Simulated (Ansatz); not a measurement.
Reaction (cleavage of the Al–Ge bond): `[CH3][GeH2][AlH][Cl]` + `[SiH3]N[SiH3]` → `[SiH3][N]([SiH3])[AlH][Cl]` + `[CH3][GeH3]`

Computed with Ansatz on PBE0-D4/def2-TZVP structures; ΔE is electronic, products minus reactants. CCSD(T)/CBS is the MP2 limit (def2-TZVPP, def2-QZVPP) plus CCSD(T) − MP2 in def2-TZVPP, frozen cores. This one scheme is used for every species. Functionals use def2-TZVPP. For Ge outer-core shells are correlated without core-valence functions, which leaves a few kJ/mol of doubt a bond. Scalar relativity is left out up to krypton. One conformer a species, not always the lowest.

```csv
level,ΔE (kJ/mol),difference from CCSD(T)/CBS
r2SCAN-D4,-82.9,0.9
PBE0-D4,-73.2,10.6
ωB97X-V,-82.4,1.4
ωB97M-V,-85.3,-1.5
B2PLYP,-80.9,2.9
PBE,-63.7,20.1
r2SCAN,-81.5,2.3
PBE0,-68.3,15.5
HF/def2-TZVPP,-81.8,2.0
MP2/def2-TZVPP,-91.8,-8.0
SCS-MP2/def2-TZVPP,-90.5,-6.7
CCSD/def2-TZVPP,-84.1,-0.3
CCSD(T)/def2-TZVPP,-85.7,-1.9
HF/def2-QZVPP,-83.6,0.2
MP2/def2-QZVPP,-91.4,-7.6
HF/CBS(def2),-83.9,-0.1
CCSD(T)/CBS,-83.8,0
```

Largest T1 diagnostic among the species: 0.011.

In def2-TZVPP, CCSD(T) changes the Hartree–Fock value by −3.9 kJ/mol (the triples alone add −1.6 kJ/mol) and MP2 by −10.1 kJ/mol. From PBE to PBE0 (25 % exact exchange), in def2-TZVPP and without D4, ΔE moves by −4.5 kJ/mol.
